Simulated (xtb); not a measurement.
C9H11 (SMILES [CH2]c1cc(C)cc(C)c1), doublet, geometry from GFN2-xTB; GFN2-xTB run with xtb 6.7.1.

Here is a job for xtb.
```
$ xtb mol.xyz --gfn 2 --uhf 1 --json

# file mol.xyz
20

C     -0.80412395     2.71585000    -0.41231048
C     -0.41682982     1.40780194    -0.21372738
C     -1.37230449     0.38188220     0.02614918
C     -0.98891175    -0.92298193     0.22437767
C     -1.99844611    -2.00381619     0.47498934
C      0.36940873    -1.24764187     0.18941246
C      1.34304935    -0.27308318    -0.04279541
C      2.78974733    -0.66872628    -0.06925365
C      0.95419588     1.03023874    -0.24053226
H     -1.84070378     3.00001091    -0.39174539
H     -0.08100893     3.49038583    -0.59360307
H     -2.41848226     0.65129451     0.04978996
H     -1.94659981    -2.75830983    -0.30927289
H     -3.00641999    -1.59781971     0.49980635
H     -1.79754199    -2.49717479     1.42514243
H      0.67302486    -2.27307563     0.34509009
H      2.96049382    -1.43058128    -0.82884477
H      3.42416026     0.18694282    -0.28561214
H      3.08486095    -1.08605587     0.89291053
H      1.69350582     1.79724251    -0.42151796
```

The log (banner, timings and long lists left out):

```
   ID    Z sym.   atoms
    1    6 C      1-9
    2    1 H      10-20

           -------------------------------------------------
          |                Calculation Setup                |
           -------------------------------------------------

           -------------------------------------------------
          |                 G F N 2 - x T B                 |
           -------------------------------------------------

          ...................................................
          :                      SETUP                      :
          :.................................................:
          :  # basis functions                  47          :
          :  # atomic orbitals                  47          :
          :  # shells                           29          :
          :  # electrons                        47          :
          :  max. iterations                   250          :
          :  Hamiltonian                  GFN2-xTB          :
          :  restarted?                      false          :
          :  GBSA solvation                  false          :
          :  PC potential                    false          :
          :  electronic temp.          300.0000000     K    :
          :  accuracy                    1.0000000          :
          :  -> integral cutoff          0.2500000E+02      :
          :  -> integral neglect         0.1000000E-07      :
          :  -> SCF convergence          0.1000000E-05 Eh   :
          :  -> wf. convergence          0.1000000E-03 e    :
          :  Broyden damping             0.4000000          :
          :  net charge                          0          :
          :  unpaired electrons                  1          :
          ...................................................

 iter      E             dE          RMSdq      gap      omega  full diag
   1    -25.2486112 -0.252486E+02  0.392E+00    3.07       0.0  T
   2    -25.2717097 -0.230985E-01  0.235E+00    2.88       1.0  T
   3    -25.2666995  0.501022E-02  0.961E-01    3.10       1.0  T
   4    -25.2741051 -0.740557E-02  0.292E-01    2.93       1.0  T
   5    -25.2749089 -0.803815E-03  0.936E-02    2.95       1.0  T
   6    -25.2750651 -0.156209E-03  0.414E-02    2.94       1.0  T
   7    -25.2750721 -0.699359E-05  0.223E-02    2.95       1.0  T
   8    -25.2750763 -0.426512E-05  0.772E-03    2.94       2.9  T
   9    -25.2750770 -0.683673E-06  0.759E-04    2.95      29.5  T
  10    -25.2750770 -0.118030E-08  0.378E-04    2.95      59.1  T

   *** convergence criteria satisfied after 10 iterations ***

         :::::::::::::::::::::::::::::::::::::::::::::::::::::
         ::                     SUMMARY                     ::
         :::::::::::::::::::::::::::::::::::::::::::::::::::::
         :: total energy             -24.818562941199 Eh    ::
         :: gradient norm              0.000018162615 Eh/a0 ::
         :: HOMO-LUMO gap              2.946399515636 eV    ::
         ::.................................................::
         :: SCC energy               -25.275027769656 Eh    ::
         :: -> isotropic ES            0.003700112395 Eh    ::
         :: -> anisotropic ES          0.005100321151 Eh    ::
         :: -> anisotropic XC          0.016860043755 Eh    ::
         :: -> dispersion             -0.015429837712 Eh    ::
         :: repulsion energy           0.456464828457 Eh    ::
         :: add. restraining           0.000000000000 Eh    ::
         :: total charge               0.000000000000 e     ::
         :::::::::::::::::::::::::::::::::::::::::::::::::::::

           -------------------------------------------------
          |                Property Printout                |
           -------------------------------------------------

    * Orbital Energies and Occupations

         #    Occupation            Energy/Eh            Energy/eV
      -------------------------------------------------------------
         1        2.0000           -0.6388628             -17.3843
       ...           ...                  ...                  ...
        12        2.0000           -0.4888323             -13.3018
        13        2.0000           -0.4831175             -13.1463
        14        2.0000           -0.4699368             -12.7876
        15        2.0000           -0.4697752             -12.7832
        16        2.0000           -0.4606701             -12.5355
        17        2.0000           -0.4603293             -12.5262
        18        2.0000           -0.4544180             -12.3653
        19        2.0000           -0.4389405             -11.9442
        20        2.0000           -0.4198594             -11.4250
        21        2.0000           -0.4141657             -11.2700
        22        2.0000           -0.4060154             -11.0482
        23        2.0000           -0.3868008             -10.5254
        24        1.0000           -0.3156574              -8.5895 (HOMO)
        25                         -0.2073792              -5.6431 (LUMO)
        26                         -0.1871639              -5.0930
        27                         -0.0770013              -2.0953
        28                          0.0933334               2.5397
        29                          0.1203169               3.2740
        30                          0.1251125               3.4045
        31                          0.1508863               4.1058
        32                          0.1730103               4.7079
        33                          0.1837527               5.0002
        34                          0.1999412               5.4407
        35                          0.2097471               5.7075
       ...                                ...                  ...
        47                          0.6755084              18.3815
      -------------------------------------------------------------
                  HL-Gap            0.1082782 Eh            2.9464 eV
             Fermi-level           -0.3063737 Eh           -8.3369 eV

     #   Z          covCN         q      C6AA      α(0)
     1   6 C        2.851    -0.098    30.471     9.047
     2   6 C        2.959     0.022    27.509     8.603
     3   6 C        2.929    -0.051    29.255     8.870
     4   6 C        2.957     0.016    27.644     8.624
     5   6 C        3.758    -0.109    22.625     6.781
     6   6 C        2.931    -0.050    29.252     8.870
     7   6 C        2.957     0.016    27.644     8.624
     8   6 C        3.758    -0.109    22.625     6.781
     9   6 C        2.929    -0.051    29.255     8.870
    10   1 H        0.926     0.035     2.520     2.482
    11   1 H        0.926     0.035     2.520     2.482
    12   1 H        0.926     0.029     2.594     2.519
    13   1 H        0.925     0.044     2.395     2.420
    14   1 H        0.925     0.039     2.457     2.451
    15   1 H        0.925     0.044     2.399     2.422
    16   1 H        0.926     0.029     2.600     2.521
    17   1 H        0.925     0.044     2.399     2.422
    18   1 H        0.925     0.039     2.457     2.451
    19   1 H        0.925     0.044     2.395     2.420
    20   1 H        0.926     0.029     2.594     2.519

 Mol. C6AA /au·bohr⁶  :       4134.113634
 Mol. C8AA /au·bohr⁸  :      97877.742569
 Mol. α(0) /au        :        102.181070

Wiberg/Mayer (AO) data.
largest (>0.10) Wiberg bond orders for each atom

 ---------------------------------------------------------------------------
     #   Z sym  total        # sym  WBO       # sym  WBO       # sym  WBO
 ---------------------------------------------------------------------------
     1   6 C    3.730 --     2 C    1.464    11 H    0.981    10 H    0.981
     2   6 C    3.991 --     1 C    1.464     3 C    1.223     9 C    1.223
     3   6 C    3.967 --     4 C    1.493     2 C    1.223    12 H    0.968
     4   6 C    3.990 --     3 C    1.493     6 C    1.358     5 C    1.022
     5   6 C    3.996 --     4 C    1.022    14 H    0.986    15 H    0.974
                            13 H    0.974
     6   6 C    3.957 --     4 C    1.358     7 C    1.358    16 H    0.970
     7   6 C    3.990 --     9 C    1.493     6 C    1.358     8 C    1.022
     8   6 C    3.996 --     7 C    1.022    18 H    0.986    17 H    0.974
                            19 H    0.974
     9   6 C    3.967 --     7 C    1.493     2 C    1.223    20 H    0.968
    10   1 H    0.998 --     1 C    0.981
    11   1 H    0.998 --     1 C    0.981
    12   1 H    0.999 --     3 C    0.968
    13   1 H    0.997 --     5 C    0.974
    14   1 H    0.998 --     5 C    0.986
    15   1 H    0.997 --     5 C    0.974
    16   1 H    0.999 --     6 C    0.970
    17   1 H    0.997 --     8 C    0.974
    18   1 H    0.998 --     8 C    0.986
    19   1 H    0.997 --     8 C    0.974
    20   1 H    0.999 --     9 C    0.968
 ---------------------------------------------------------------------------

Topologies differ in total number of bonds
Writing topology from bond orders to xtbtopo.mol

molecular dipole:
                 x           y           z       tot (Debye)
 q only:        0.078      -0.264       0.040
   full:        0.087      -0.293       0.044       0.784
molecular quadrupole (traceless):
                xx          xy          yy          xz          yz          zz
 q only:        1.869       0.485       0.142      -0.332      -0.413      -2.011
  q+dip:        3.348       0.102       2.491      -0.622      -1.478      -5.839
   full:        2.304       0.343       0.923      -0.411      -0.754      -3.227

           -------------------------------------------------
          | TOTAL ENERGY              -24.818562941199 Eh   |
          | GRADIENT NORM               0.000018162615 Eh/α |
          | HOMO-LUMO GAP               2.946399515636 eV   |
           -------------------------------------------------

normal termination of xtb
```
